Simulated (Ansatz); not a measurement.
Input file:

```yaml
crystal:
  periodic: [false, false, false]
  atoms:
    - { symbol: O, position_ang: [-0.312387, 0.715644, 0.229848] }
    - { symbol: B, position_ang: [0.280541, -0.595394, -0.156057] }
    - { symbol: Cl, position_ang: [1.356663, -1.234142, 1.000761] }
    - { symbol: Br, position_ang: [-0.280064, -1.243637, -1.806428] }
    - { symbol: H, position_ang: [-0.947519, 1.19404, -0.344754] }
    - { symbol: H, position_ang: [-0.097234, 1.163479, 1.076629] }
total_charge: 1
basis:
  gaussian: { orbitals: def2-SVP }
hamiltonian:
  xc: b3lyp
  dispersion: d4
neb:
  order_check: false
  images: 9
  f_tol: 0.05
  max_iterations: 33
  initial_path: idpp
  final_atoms:
    - { symbol: O, position_ang: [-0.31259034, 0.71542458, 0.22996051] }
    - { symbol: B, position_ang: [0.28046276, -0.59547039, -0.15632761] }
    - { symbol: Cl, position_ang: [1.35668608, -1.23412841, 1.00049117] }
    - { symbol: Br, position_ang: [-0.28004025, -1.24391741, -1.80646337] }
    - { symbol: H, position_ang: [-0.09684623, 1.16343356, 1.07644141] }
    - { symbol: H, position_ang: [-0.94767202, 1.19464807, -0.3441031] }
```

Command:

```bash
$ ansatz run input.yaml --threads 1 --pin off --max-ram 2048MiB --backend cpu --events-out ev --progress --plain --runs-dir out
```

Hardware: 1 thread of Arm Neoverse N1, with other jobs on the host.

Roughly how long does this run take, and how much memory?

6 min, with a peak of 0.2 GiB, for 6 band iterations.
